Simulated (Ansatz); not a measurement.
Basis-set extrapolation for C3H3NSi (`C#C[SiH2]C#N`) (PBE0-D4/def2-TZVP geometry, frozen core, Ansatz 0.2.0). Multiplicity 1, RHF reference.

```json
{"": "HF", "def2-TZVPP": "-458.757243", "def2-QZVPP": "-458.772843"}
{"": "MP2 correlation", "def2-TZVPP": "-0.747565", "def2-QZVPP": "-0.797673"}
{"": "CCSD(T) correlation", "def2-TZVPP": "-0.810706", "def2-QZVPP": "not run"}
```

Energies in hartree. Use E(X) = E(∞) + A·exp(−7.88·√X) for Hartree–Fock and E(X) = E(∞) + B·X^(−2.97) for correlation, with X = 3 and 4, and add CCSD(T) minus MP2 of the smaller set to the MP2 limit.

**Question.** What is the CCSD(T) energy at the basis-set limit?

**Answer.** HF limit: -458.772843 + (-0.015600) × 0.13774 = -458.77499. MP2 limit: -0.797673 + (-0.050108) × 0.74074 = -0.83479. Higher-order term: -0.810706 − (-0.747565) = -0.06314. Total: -459.67292 hartree, 65.9 kcal/mol below CCSD(T)/def2-TZVPP.
